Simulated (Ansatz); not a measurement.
`[NH2][In]([OH])[C](=O)O` + `[CH3][GeH2][Br]` → `[NH2][In]([OH])[Br]` + `[CH3][GeH2][C](=O)O`  (redistribution)

Gas-phase electronic energies from Ansatz, PBE0-D4/def2-TZVP geometries. CCSD(T)/CBS adds triple-zeta CCSD(T) − MP2 to the extrapolated MP2 energy (def2 sets, frozen cores). Functionals use def2-TZVPP. B3LYP here is the variant with VWN-RPA as its local correlation; programs differ in this. Elements past krypton have def2 core potentials. For Br, Ge, In outer-core shells are correlated without core-valence functions, which leaves a few kJ/mol of doubt a bond. Scalar relativity is left out up to krypton. One conformer a species, not always the lowest.

```tsv
level	ΔE (eV)
r2SCAN-D4	-0.48
ωB97M-V	-0.47
B2PLYP	-0.47
PBE	-0.41
PBE0	-0.46
B3LYP	-0.45
MP2/def2-QZVPP	-0.49
HF/CBS(def2)	-0.57
```

Task: What does CCSD(T)/CBS give? (Best estimate.)

Result: Computed: -0.51 eV. The listed levels differ from it by 0.03, 0.04, 0.04, 0.10, 0.05, 0.06, 0.02, -0.06 eV.

Largest T1 diagnostic among the species: 0.017.

In def2-TZVPP, CCSD(T) changes the Hartree–Fock value by +0.10 eV (the triples alone add +0.01 eV) and MP2 by +0.10 eV. From PBE to PBE0 (25 % exact exchange), in def2-TZVPP and without D4, ΔE moves by −0.05 eV.
